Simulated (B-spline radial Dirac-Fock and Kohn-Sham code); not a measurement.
**Two-hole binding energies of Fe⁴⁺**

System: the Fe⁴⁺ ion, [Ar] 3d4, inside a Watson sphere of charge -4 and radius 2 Å (a model of the Madelung potential; inside it an electron's potential energy is raised by 28.8 eV).

Input of the calculation (task.json; shells as n, l, electrons):

```json
{"items": [{
  "Z": 26,
  "q": 4,
  "cfg": [[1, 0, 2], [2, 0, 2], [2, 1, 6], [3, 0, 2], [3, 1, 6], [3, 2, 4]],
  "A": 56,
  "rrms": 3.7377,
  "watson": [-4, 2.0],
  "do": ["binding", "quiet", "double"]
}]}
```

Launch: `python xray_run.py task.json out`

The computed values come from an atomic code on a B-spline grid: relaxed Dirac-Fock hole states (ΔSCF) with Breit and QED corrections and a finite nucleus. U is the two-hole binding energy less the two single-hole energies, the effective repulsion of the holes after relaxation. Each two-hole energy is an average over J within one jj subconfiguration.

```csv
holes,E(a) (eV),E(b) (eV),E(ab) (eV),U (eV)
1s⁻²,7162.7,7162.7,14699.6,374.2
1s⁻¹ 2p1/2⁻¹,7162.7,774.2,8038.6,101.7
1s⁻¹ 2p3/2⁻¹,7162.7,762.0,?,?
1s⁻¹ 3p1/2⁻¹,7162.7,103.0,7298.1,32.5
1s⁻¹ 3p3/2⁻¹,7162.7,101.3,7296.1,32.1
2s⁻¹ 2p3/2⁻¹,901.8,762.0,1723.5,59.6
2p1/2⁻²,774.2,774.2,1625.1,76.7
2s⁻¹ 3p1/2⁻¹,901.8,103.0,1034.2,29.5
2s⁻¹ 3p3/2⁻¹,901.8,101.3,1032.4,29.3
2p1/2⁻¹ 3s⁻¹,774.2,143.2,947.6,30.1
2p3/2⁻¹ 3s⁻¹,762.0,143.2,935.4,30.1
2p1/2⁻¹ 3p3/2⁻¹,774.2,101.3,905.5,29.9
2p3/2⁻¹ 3p1/2⁻¹,762.0,103.0,895.1,30.1
3p1/2⁻¹ 3p3/2⁻¹,103.0,101.3,228.3,24.0
```

**Question.** Give the missing two-hole energy and U.

**Answer.** E(ab) = 8024.4 eV and U = 99.6 eV.
